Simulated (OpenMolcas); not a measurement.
# 4f³ along the 57-electron sequence

```yaml
Program: OpenMolcas 26.06
Method: CASSCF
Basis: ANO-RCC-VTZP
Scalar_Hamiltonian: DKH2, point nucleus
Spin-orbit_coupling: RASSI with atomic mean-field integrals over the reference wave functions, term energies averaged over their components
```

Active space for each ion: 3 electrons in 7 orbitals (4f).

Computed levels in cm-1 above ⁴I°_9/2:

```
                                Level   Pr2+   Nd3+   Pm4+
                             ⁴I°_11/2   1466   1983   2559
                             ⁴I°_13/2   3074   4132   5301
                             ⁴I°_15/2   4790   6401   8163
                              ⁴F°_3/2  13510  15815  17750
                           ²H°_9/2(1)  13578  15947  17983
                              ⁴F°_5/2  14292  16891  19167
                              ⁴S°_3/2  15012  17825  20318
                              ⁴F°_7/2  15067  17905  20431
                              ⁴F°_9/2  15923  19064  21938
weight of ⁴I° in the lowest level (%)     98     98     97
```

Mixed levels, with the weight of the term that names them: Pm4+ ²H°_9/2(1) (74 %).

Measured, with the error of the calculation in %. Measured levels: Pr2+ from Martin, Zalubas and Hagan, Atomic Energy Levels: The Rare-Earth Elements, NSRDS-NBS 60 (1978); the list in Maison, Palmeri and Quinet, J. Phys. B 58, 015001 (2025); Nd3+ from the list in Arab et al., J. Quant. Spectrosc. Radiat. Transfer 229, 145 (2019) and Gaigalas et al. (2019), from Wyart et al. (2007).

```
     Level           Pr2+           Nd3+
  ⁴I°_11/2    1398 (+4.9)    1897 (+4.5)
  ⁴I°_13/2    2893 (+6.3)    3907 (+5.8)
  ⁴I°_15/2    4454 (+7.5)    5989 (+6.9)
   ⁴F°_3/2   9371 (+44.2)  11698 (+35.2)
²H°_9/2(1)  10033 (+35.3)  12800 (+24.6)
   ⁴F°_5/2  10138 (+41.0)  12748 (+32.5)
   ⁴S°_3/2  10950 (+37.1)  13792 (+29.2)
   ⁴F°_7/2  10859 (+38.8)  13720 (+30.5)
   ⁴F°_9/2  11762 (+35.4)  14995 (+27.1)
```

The fine-structure level ⁴I°_15/2 changes by a factor of 1.7 from Pr2+ to Pm4+. Its fourth root runs 8.32, 8.94, 9.51, with steps per unit of Z of 0.63, 0.56; equal steps would mean a (Z - σ)^4 law with constant σ.

⁴F°_3/2 changes by a factor of 1.31 over the same range, with steps per unit of Z of +2300, +1940 cm-1.

High states are left out of the spin-orbit mixing, which shifts the levels that they would mix with. Without dynamic correlation excited terms often stand tens of per cent too high (terms of higher spin than the ground term too low), and those without a measured partner can miss by more than the paired ones. Some levels mix across a computed gap that differs much from the measured one, so their mixing is not that of the real levels (holds for Pr2+; Nd3+). Measured partners are found by configuration, term and J. A level has none where our copy of the source lacks it or the pairing is in doubt (some pairs that miss far off the trend of their configuration count as doubtful), and it then counts in no deviation. Only configurations of the active space appear.

A number in round brackets counts repeated terms of one configuration in the order of the reference energies. ° marks odd parity.
